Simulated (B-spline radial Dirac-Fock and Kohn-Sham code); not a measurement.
# Photoemission from Tc at 3190 eV, detector at θ = 45°, φ = 0°

System: the Tc atom, configuration [Kr] 4d5 5s2. These are calculated numbers from a radial finite-basis atomic code; the model is Dirac-Hartree-Slater photoionisation with a Latter tail; cross sections with all multipoles, angular parameters from the dipole term and its interference with E2. Thresholds are tabulated edges, those marked * orbital energies of the model. For linearly polarised light dσ/dΩ = σ/(4π) [1 + β P₂(cos θ) + (δ + γ cos²θ) sin θ cos φ], with θ from the polarisation vector and φ the angle between the beam and the projection of the electron momentum on the plane normal to the polarisation. The dipole factor is 1 + βP₂ and the non-dipole term is the rest of the bracket. Open shells are filled statistically over j.

Input file task.json (cfg lists n, l and occupation; rrms is the nuclear radius in fm):

```json
{"items": [{
  "Z": 43,
  "q": 0,
  "cfg": [[1, 0, 2], [2, 0, 2], [2, 1, 6], [3, 0, 2], [3, 1, 6], [3, 2, 10], [4, 0, 2], [4, 1, 6], [4, 2, 5], [5, 0, 2]],
  "A": 97,
  "rrms": 4.4112,
  "do": "xps",
  "hv": [60.9, 64.5, 80, 86.9, 94.1, 99.5, 119.0, 149.0, 300, 503.0, 600, 731.0, 768.0, 950.0, 1000, 1040.0, 1486.9, 1990.0, 2000, 2480.0, 3190.0, 4000, 4240.0, 5050.0, 5310.0, 7070.0, 8330.0, 12000, 12900.0],
  "edges": {"K": 21044.0, "L1": 3043.0, "L2": 2793.0, "L3": 2677.0, "M1": 544.0, "M2": 447.6, "M3": 417.7, "M4": 257.6, "M5": 253.9, "N1": 69.5}
}]}
```

Command: `python xray2_run.py task.json out`

| subshell | threshold (eV) | σ (kb) | β | γ | δ | dipole factor | non-dipole term | dσ/dΩ (kb/sr) |
| --- | --- | --- | --- | --- | --- | --- | --- | --- |
| 2s | 3043.0 | 40.5 | 1.99 | 0.91 | 0.000 | 1.499 | +0.323 | 5.86 |
| 2p1/2 | 2793.0 | 70.9 | 1.27 | -0.20 | 0.007 | 1.318 | -0.067 | 7.07 |
| 2p3/2 | 2677.0 | 133 | 1.34 | -0.16 | 0.015 | 1.336 | -0.046 | 13.6 |
| 3s | 544.0 | 8.73 | 2.00 | -0.09 | 0.000 | 1.499 | -0.030 | 1.02 |
| 3p1/2 | 447.6 | 8.79 | 1.53 | 0.40 | 0.014 | 1.383 | +0.152 | 1.07 |
| 3p3/2 | 417.7 | 16.3 | 1.57 | 0.43 | 0.017 | 1.392 | +0.162 | 2.02 |
| 3d3/2 | 257.6 | 5.04 | 1.04 | 0.83 | 0.127 | 1.260 | +0.382 | 0.659 |
| 3d5/2 | 253.9 | 7.20 | 1.00 | 0.82 | 0.131 | 1.251 | +0.383 | 0.937 |
| 4s | 69.50 | 1.60 | 2.00 | -0.06 | 0.000 | 1.499 | -0.020 | 0.188 |
| 4p1/2 | 52.43* | 1.32 | 1.53 | 0.46 | 0.014 | 1.382 | +0.172 | 0.163 |
| 4p3/2 | 49.30* | 2.45 | 1.57 | 0.48 | 0.016 | 1.392 | +0.181 | 0.307 |
| 4d3/2 | 10.17* | 0.218 | 1.02 | 0.84 | 0.123 | 1.256 | +0.383 | 0.0284 |
| 4d5/2 | 9.84* | 0.309 | 0.99 | 0.83 | 0.128 | 1.247 | +0.384 | 0.0401 |
| 5s | 6.81* | 0.139 | 2.00 | -0.05 | 0.000 | 1.499 | -0.019 | 0.0163 |
